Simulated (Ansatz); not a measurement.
The first iterations of a band of FH + GeH4 (7 atoms, charge 0, multiplicity 1).

Theory: UKS PBE-D4/def2-SVP (Ansatz 0.2.0).

```
movable images  : 5
climbing image  : yes
spring          : 5.0 eV/Å²
optimiser       : quadratic models (default)
start path      : through a guess of the saddle point
force threshold : 0.05 eV/Å
iteration limit : 60
end points      : relaxed
```

Image 0:

```xyz
7
Properties=species:S:1:pos:R:3
Ge -0.286 -0.160 0.746
H 1.151 0.220 0.267
H -0.712 -1.478 0.066
H -1.255 0.988 0.394
H -0.213 -0.349 2.281
H 0.963 0.413 -1.521
F 0.353 0.366 -2.233
```

Image 6:

```xyz
7
Properties=species:S:1:pos:R:3
Ge -1.026 -0.095 0.600
H 2.819 0.026 -1.406
H -1.096 -1.594 0.217
H -2.424 0.571 0.608
H -0.258 0.144 1.922
H 2.091 0.235 -1.264
F -0.106 0.713 -0.676
```

| iteration | highest image above the first end (eV) | largest band force component (eV/Å) |
| --- | --- | --- |
| 1 | 1.362 | 2.498 |
| 2 | 1.178 | 1.703 |
| 3 | 1.055 | 1.012 |
| 4 | 1.233 | 1.212 |

Q: Does the band converge within its limit, and where does its top end?

A: The run converged. It ended after 13 iterations with the highest image 1.308 eV above the first end. Neighbouring images differ by up to 1.4 eV, so the band resolves the path poorly. A vibrational analysis at the climbing image gives one clearly imaginary mode, 999i cm⁻¹: a first-order saddle point. The orbitals stay closed-shell, which can raise the energy where a bond breaks towards radicals; this wasn't checked here.

Time of the run: 44 s on 2 threads of Intel(R) Xeon(R) Platinum 8559C (Emerald Rapids), on a shared host, peak memory 0.16 GiB.
